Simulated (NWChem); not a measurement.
# C$_{2}$H$_{5}$ClF$_{2}$Si; SMILES FC(F)C[SiH2]Cl

```xyz
11

F      0.3016     2.6961    -0.6466
C      0.3756     1.4462    -0.1352
F      0.4141     1.5624     1.2157
C     -0.8260     0.6370    -0.5473
Si    -0.9462    -1.0780     0.2177
Cl     0.8204    -2.0958    -0.1746
H      1.3291     0.9974    -0.4641
H     -1.7316     1.2019    -0.2645
H     -0.8332     0.5376    -1.6445
H     -2.0666    -1.8200    -0.4229
H     -1.1372    -1.0229     1.6902
```
Atoms are numbered in this order, from 1.

Program: NWChem. Medium grid unless said otherwise, to which SCAN and Minnesota functionals are sensitive. Coordinates come from a PBE0/def2-SVP optimisation.

Q: Predict the results for M06-2X/def2-SVP. Quantities: highest occupied level (eV); orbital gap (eV); dipole (D).

A: 
```yaml
highest occupied level (eV): -10.23
orbital gap (eV): 11.45
dipole (D): 1.92
```
